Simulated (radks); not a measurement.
Valence configurations of Ni (all share [Ar]). All-electron calculation, scalar-relativistic Kohn-Sham, r2SCAN, spin-polarised, spherical densities, finite nucleus; open shells are filled with parallel spins first; meta-GGA in the generalised Kohn-Sham scheme; Fermi nuclear charge, rms radius 3.7757 fm. Program: a radial shooting solver on a logarithmic mesh with Libxc functionals. Energies are relative to 3d8 4s2; eigenvalues in eV for spin up.

valence          E (eV)  moment (Bohr magnetons)    e(3d)   e(4p)    e(4s)
3d9 4s1          -1.115                        2   -5.179       -   -5.222
3d8.5 4s1.5      -0.731                        2   -7.599       -   -5.648
3d8 4s2           0.000                        2  -10.273       -   -6.035
3d10              0.409                        0   -1.793       -        -
3d8 4s1.5 4p0.5   2.034                        3  -11.183  -1.991   -7.084
3d8 4s1 4p1       3.407                        4  -11.827  -2.621   -7.891
3d7.5 4s2 4p0.5   3.767                        3  -14.199  -2.155   -7.519
3d7 4s2 4p1       8.590                        4  -18.251  -3.044   -8.906
3d8 4p2           8.642                        4  -13.524  -3.350        -
3d7 4s1 4p2      11.741                        6  -19.358  -4.066  -10.295

NIST lists [Ar] 3d8 4s2 as the ground configuration; this level of theory puts 3d9 4s1 lower, by 1.115 eV. The energies are those of spherical high-spin densities, not of single terms.
